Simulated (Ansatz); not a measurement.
C2H5Zn (SMILES C[CH2][Zn]), doublet, geometry from GFN2-xTB (such geometries of metal compounds can be far from the true shape) (the spin is typed, not shown lowest), atoms displaced at random by about 0.05 Å a coordinate; PBE/6-31G* (Ansatz, a program for electronic structure).

The Ansatz input:
Ansatz 0.2 input:
```yaml
crystal:
  periodic: [false, false, false]
  atoms:
    - {symbol: Zn, position_ang: [0.46110539, 0.65101317, 0.51340204]}
    - {symbol: C, position_ang: [-0.08452209, -1.19503907, -0.54373514]}
    - {symbol: C, position_ang: [-1.45718370, -1.19805701, -1.09083506]}
    - {symbol: H, position_ang: [0.08799251, -1.98937697, 0.14838507]}
    - {symbol: H, position_ang: [0.76119167, -1.26546547, -1.34266445]}
    - {symbol: H, position_ang: [-1.52949677, -0.34136677, -1.85517229]}
    - {symbol: H, position_ang: [-2.10997135, -0.99569163, -0.33065898]}
    - {symbol: H, position_ang: [-1.67200025, -2.09356383, -1.60347116]}
basis:
  gaussian:
    orbitals: 6-31G*
hamiltonian:
  xc: pbe
magnetization: {spin_polarized: true, initial_magnetization: 1}
relax: {}
```

### Question
Write the output that Ansatz gives for this input, abridged.

### Answer

```
Functional definition: PBE
940 factors; their error is unknown
mean field evaluation 1: about -50541.4675 eV, gradient 5.0e1 eV
mean field evaluation 2: about -50439.8972 eV, gradient 1.1e2 eV
mean field evaluation 4: about -50552.7757 eV, gradient 1.4e1 eV
mean field evaluation 8: about -50553.8630 eV, gradient 1.9e-1 eV
mean field evaluation 16: about -50553.8207 eV, gradient 1.6e-3 eV
mean field -50553.82069217 eV, -1857.8186438267 hartree, gradient 5.5e-5 eV, S^2 0.754587; 0 other end points of the search recorded, 0 dependent functions left out
the calculation of the forces begins
reference -50553.82072717 eV, -1857.8186451132 hartree; 24, 23 occupied and 52, 53 virtual orbitals, 940 factors
relax step   1: F+E_penalty+E_count = -50553.82069217 eV  Δ(F+E_penalty+E_count) = +0.000e0 eV  max|allowed force component| = 2.752e0 eV/Å  Δτ_max = 0.0000 Å  (30 SCF iters, accepted)
these checks for a lower state are left out or cut short: starts, cluster_reference, orbital_swaps, neighbouring_geometries, increment
940 factors; their error is unknown
mean field -50554.31238057 eV, -1857.8367130424 hartree, gradient 1.7e-5 eV, S^2 0.753268; 0 other end points of the search recorded, 0 dependent functions left out
the calculation of the forces begins
reference -50554.31241603 eV, -1857.8367143454 hartree; 24, 23 occupied and 52, 53 virtual orbitals, 940 factors
relax step   2: F+E_penalty+E_count = -50554.31238057 eV  Δ(F+E_penalty+E_count) = -4.917e-1 eV  max|allowed force component| = 1.180e0 eV/Å  Δτ_max = 0.1288 Å  (31 SCF iters, accepted)
these checks for a lower state are left out or cut short: starts, cluster_reference, orbital_swaps, neighbouring_geometries, increment
940 factors; their error is unknown
mean field evaluation 32: about -50554.3703 eV, gradient 1.2e-5 eV
mean field -50554.37029996 eV, -1857.8388415404 hartree, gradient 2.0e-5 eV, S^2 0.752458; 0 other end points of the search recorded, 0 dependent functions left out
the calculation of the forces begins
reference -50554.37033584 eV, -1857.8388428592 hartree; 24, 23 occupied and 52, 53 virtual orbitals, 940 factors
relax step   3: F+E_penalty+E_count = -50554.37029996 eV  Δ(F+E_penalty+E_count) = -5.792e-2 eV  max|allowed force component| = 5.436e-1 eV/Å  Δτ_max = 0.1094 Å  (32 SCF iters, accepted)
these checks for a lower state are left out or cut short: starts, cluster_reference, orbital_swaps, neighbouring_geometries, increment
940 factors; their error is unknown
mean field -50554.39494427 eV, -1857.8397472024 hartree, gradient 1.9e-5 eV, S^2 0.752570; 0 other end points of the search recorded, 0 dependent functions left out
the calculation of the forces begins
reference -50554.39498010 eV, -1857.8397485191 hartree; 24, 23 occupied and 52, 53 virtual orbitals, 940 factors
relax step   4: F+E_penalty+E_count = -50554.39494427 eV  Δ(F+E_penalty+E_count) = -2.464e-2 eV  max|allowed force component| = 8.306e-2 eV/Å  Δτ_max = 0.0422 Å  (32 SCF iters, accepted)
these checks for a lower state are left out or cut short: starts, cluster_reference, orbital_swaps, neighbouring_geometries, increment
940 factors; their error is unknown
mean field -50554.39602571 eV, -1857.8397869445 hartree, gradient 2.7e-5 eV, S^2 0.752563; 0 other end points of the search recorded, 0 dependent functions left out
the calculation of the forces begins
reference -50554.39606146 eV, -1857.8397882581 hartree; 24, 23 occupied and 52, 53 virtual orbitals, 940 factors
relax step   5: F+E_penalty+E_count = -50554.39602571 eV  Δ(F+E_penalty+E_count) = -1.081e-3 eV  max|allowed force component| = 1.959e-2 eV/Å  Δτ_max = 0.0303 Å  (32 SCF iters, accepted)
these checks for a lower state are left out or cut short: starts, cluster_reference, orbital_swaps, neighbouring_geometries, increment
940 factors; their error is unknown
mean field -50554.39607727 eV, -1857.8397888394 hartree, gradient 1.2e-5 eV, S^2 0.752563; 0 other end points of the search recorded, 0 dependent functions left out
the calculation of the forces begins
reference -50554.39611303 eV, -1857.8397901534 hartree; 24, 23 occupied and 52, 53 virtual orbitals, 940 factors
relax step   6: F+E_penalty+E_count = -50554.39607727 eV  Δ(F+E_penalty+E_count) = -5.156e-5 eV  max|allowed force component| = 3.761e-3 eV/Å  Δτ_max = 0.0036 Å  (24 SCF iters, accepted)
940 factors; their error is unknown
mean field evaluation 64: about -50554.3961 eV, gradient 5.6e-2 eV
mean field -50554.39607728 eV, -1857.8397888394 hartree, gradient 1.5e-5 eV, S^2 0.752563; 1 other end points of the search recorded, 0 dependent functions left out
the calculation of the forces begins
reference -50554.39611303 eV, -1857.8397901534 hartree; 24, 23 occupied and 52, 53 virtual orbitals, 940 factors
Total energy: -50554.39611303 eV, -1857.8397901534 hartree
Atom 0 at     0.409877     0.523539     0.409142 Å, force    -0.000079     0.001892     0.001116 eV/Å
Atom 1 at    -0.004938    -1.145595    -0.520970 Å, force     0.002916    -0.001894     0.000210 eV/Å
Atom 2 at    -1.419893    -1.135129    -1.100351 Å, force    -0.003761     0.000628    -0.001335 eV/Å
Atom 3 at     0.126643    -1.973927     0.199617 Å, force    -0.000627    -0.000655    -0.000020 eV/Å
Atom 4 at     0.751920    -1.285044    -1.314966 Å, force    -0.000286     0.000012    -0.000893 eV/Å
Atom 5 at    -1.565788    -0.319690    -1.831015 Å, force     0.000585     0.000143    -0.000442 eV/Å
Atom 6 at    -2.190080    -1.010299    -0.318494 Å, force     0.000064     0.000067     0.000567 eV/Å
Atom 7 at    -1.650625    -2.081403    -1.627713 Å, force     0.001189    -0.000193     0.000798 eV/Å
Dipole moment:    -0.039780    -0.152199    -0.085592 e Å
```
